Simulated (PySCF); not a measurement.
# How methods differ on the ionisation energy of Nd⁺

Nd⁺ [Xe] 4f4 6s1 (high-spin determinant) → Nd²⁺ [Xe] 4f4 (high-spin determinant), as a difference of total energies. Calculation: PySCF 2.14, in ANO-RCC-VDZP (7s6p4d2f1g, 68 functions); scalar relativity by spin-free X2C-1e. Correlated levels: valence: [Kr] 4d10 frozen; valence and next inner shell: [Ar] 3d10 frozen. The calculations carry no spin-orbit coupling.

| method | ionisation energy (eV) |
| --- | --- |
| UHF | 10.000 |
| LDA | 11.077 |
| PBE | 10.909 |
| PBE0 | 10.737 |
| r2SCAN | 10.644 |
| MP2 (valence) | 10.593 |
| SCS-MP2 (valence) | 10.442 |
| MP2 (valence and next inner shell) | 10.658 |
| SCS-MP2 (valence and next inner shell) | 10.503 |

How much does correlation contribute at MP2 (valence and next inner shell)?

10.658 − (10.000) = 0.658 eV, measured against UHF.

Errors of the correlated levels include the incompleteness of this basis and the frozen core.

The determinant of Nd²⁺ and of Nd⁺ mixes LS terms, which raises its energy above the lowest term, most at the Hartree-Fock and MP2 levels.

For comparison: 10.783 ± 0.02 eV (semi-empirical (NIST evaluation); NIST Atomic Spectra Database, ionization energies).
